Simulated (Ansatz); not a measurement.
`F[SiH2][GeH]([F])[Cl]` + `CO[SiH2]S` → `CO[SiH2]S[SiH2]F` + `[F][GeH2][Cl]`  (cleavage of the Si–Ge bond)

Program: Ansatz. Geometries: PBE0-D4/def2-TZVP. ΔE: electronic, gas phase. CBS: MP2 limit from def2 TZ/QZ plus the TZ coupled-cluster correction, frozen cores. This one scheme is used for every species. DFT in def2-TZVPP. B3LYP here is the variant with VWN-RPA as its local correlation; programs differ in this. For Ge outer-core shells are correlated without core-valence functions, which leaves a few kJ/mol of doubt a bond. Scalar relativity is left out up to krypton. One conformer a species, not always the lowest.

```tsv
level	ΔE (kJ/mol)	difference from CCSD(T)/CBS
PBE0-D4	-67.7	4.3
ωB97M-V	-73.8	-1.8
PBE	-56.7	15.3
r2SCAN	-69.6	2.4
B3LYP	-58.2	13.8
HF/def2-TZVPP	-70.2	1.8
SCS-MP2/def2-TZVPP	-75.8	-3.8
CCSD/def2-TZVPP	-69.7	2.3
MP2/def2-QZVPP	-80.4	-8.4
CCSD/CBS(def2)	-70.3	1.7
CCSD(T)/CBS	-72.0	0
```

Largest T1 diagnostic among the species: 0.012.

From PBE to PBE0 (25 % exact exchange), in def2-TZVPP and without D4, ΔE moves by −6.2 kJ/mol. The D4 term adds −8.8 kJ/mol with B3LYP and −4.8 kJ/mol with PBE0; it sums over pairs of atoms, weighted by their polarisabilities, and B3LYP, whose exchange is more repulsive, gets the larger term.
